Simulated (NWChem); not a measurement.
System: BeICl; SMILES [Cl][Be][I]

Here is an NWChem input.

```
start job
memory heap 200 mb stack 900 mb global 1100 mb
geometry units angstroms noautosym nocenter noautoz
  Be     0.741644     0.367319    -0.783893
  Cl     1.921543     0.952123    -2.031507
  I     -0.665710    -0.329527     0.703419
end
basis spherical
  Be library def2-svpd
  Cl library def2-svpd
  I library def2-svpd
end
ecp
  I library def2-ecp
end
dft
  xc b3lyp
  iterations 150
end
property
  response 1 0.0773
end
task dft property
```

Structure relaxed at the PBE0/def2-SVP level. B3LYP is NWChem's, with the RPA form of VWN correlation. def2 effective core potentials on I; no spin-orbit coupling.

Field at 589 nm.

Problem. Predict the main results of this run. (B3LYP/def2-SVPD with def2 effective core potentials on I.) Quantities: isotropic polarisability (bohr³); anisotropy (bohr³).

Solution. 
```yaml
isotropic polarisability (bohr³): 66.9
anisotropy (bohr³): 35.3
```
